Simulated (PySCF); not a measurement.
PySCF input file for Ag(F) anion (AgF), SMILES [F][Ag] (connectivity only; charge and spin as stated), charge -1, multiplicity 2, C-PCM-ωB97X/def2-TZVPD. The structure is a stationary point at r2SCAN-D4/def2-TZVPD. The multiplicity is an assumed one; other spin states were not compared. The def2 effective core potentials stand for the cores of Ag; spin–orbit coupling is left out.

```python
import numpy as np
from pyscf import gto, scf, dft
from pyscf.solvent import pcm

mol = gto.M(
    atom='''
    Ag    0.00000000    0.00000000   -0.33971474
    F     0.00000000    0.00000000    1.77406584
    ''',
    basis='def2-TZVPD',
    ecp={'Ag': 'def2-tzvp'},
    charge=-1,
    spin=1,
    max_memory=1600,
    verbose=3,
)
mf = dft.UKS(mol, xc='wb97x').density_fit(auxbasis='def2-universal-jkfit')
mf.grids.level = 3
mf.conv_tol = 1e-9
mf.max_cycle = 100
mf.kernel()
fine, coarse = mf.grids, dft.Grids(mol).set(level=1).build(with_non0tab=True)
for _ in range(3):  # follow internal instabilities
    mf.grids = coarse
    mo, _, stable, _ = mf.stability(return_status=True, nroots=4)
    mf.grids = fine
    if stable:
        break
    mf.kernel(mf.make_rdm1(mo, mf.mo_occ))
res = {}
for name, eps in {'water': 78.355, 'methanol': 32.613, 'chloroform': 4.7113}.items():
    s = mf.PCM()
    s.with_solvent.method, s.with_solvent.eps, s.with_solvent.lebedev_order = 'C-PCM', eps, 29
    s.kernel(mf.make_rdm1())
    res[name] = (s.e_tot, eps, s.dip_moment(), s.mo_energy, s.converged)
    print(f'{name}: electrostatic solvation free energy {(s.e_tot - mf.e_tot) * 627.509474:.3f} kcal/mol')
```

It prints:

```

WARN: HOMO -0.679023038856133 >= LUMO -0.679023038856137

converged SCF energy = -246.913218194654  <S^2> = 0.75180551  2S+1 = 2.0018047
<class 'pyscf.df.df_jk.DFUKS'> wavefunction is stable in the internal stability analysis

WARN: PCM is an experimental feature. It is still in testing.
Features and APIs may be changed in the future.

converged SCF energy = -247.009761608888  <S^2> = 0.75122574  2S+1 = 2.0012254

WARN: System has nonzero charge -1; the dipole moment is origin-dependent.
Location of origin: [0. 0. 0.]

Dipole moment(X, Y, Z, Debye):  0.00000,  0.00000, -3.77983
water: electrostatic solvation free energy -60.582 kcal/mol

WARN: PCM is an experimental feature. It is still in testing.
Features and APIs may be changed in the future.

converged SCF energy = -247.007942226449  <S^2> = 0.75123359  2S+1 = 2.0012332

WARN: System has nonzero charge -1; the dipole moment is origin-dependent.
Location of origin: [0. 0. 0.]

Dipole moment(X, Y, Z, Debye): -0.00000, -0.00000, -3.75067
methanol: electrostatic solvation free energy -59.440 kcal/mol

WARN: PCM is an experimental feature. It is still in testing.
Features and APIs may be changed in the future.

converged SCF energy = -246.989631000145  <S^2> = 0.75131823  2S+1 = 2.0013178

WARN: System has nonzero charge -1; the dipole moment is origin-dependent.
Location of origin: [0. 0. 0.]

Dipole moment(X, Y, Z, Debye): -0.00000, -0.00000, -3.46873
chloroform: electrostatic solvation free energy -47.950 kcal/mol
```

The calculation finished and met its thresholds.

Cost: roughly 17 core-seconds.
